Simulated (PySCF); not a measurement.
Sc(OH) (HOSc), SMILES [OH][Sc].

Coordinates come from a PBE-D3(BJ)/def2-TZVP optimisation. The multiplicity is an assumed one; other spin states were not compared.

Two levels are set side by side: PBE/def2-TZVPD (PySCF) and CAM-B3LYP/def2-TZVPD (PySCF). Same geometry, gas phase. Differences are taken from unrounded values.

```tsv
quantity	CAM-B3LYP
orbital gap (eV)	4.83
highest occupied level (eV)	-5.56
lowest empty level (eV)	-0.73
dipole moment (D)	0.31
mean polarisability (bohr³)	115.6
```

Question: What does PBE give, and how far is it from CAM-B3LYP? (Estimate from the structure and the level; the computed values follow.)

Answer: 
```tsv
quantity	PBE	PBE minus CAM-B3LYP
orbital gap (eV)	0.22	-4.61
highest occupied level (eV)	-3.78	1.78
lowest empty level (eV)	-3.56	-2.84
dipole moment (D)	0.73	0.41
mean polarisability (bohr³)	124.8	9.2
```

Without exact exchange PBE keeps part of each electron's self-repulsion, which lifts occupied levels and narrows the gap. Loosely held outer electrons make PBE densities more polarisable. Differences between two approximate levels are no errors against the true value.

Rough cost on one machine, each run with all the roots and properties that it gave: CAM-B3LYP against PBE within a factor of 2.
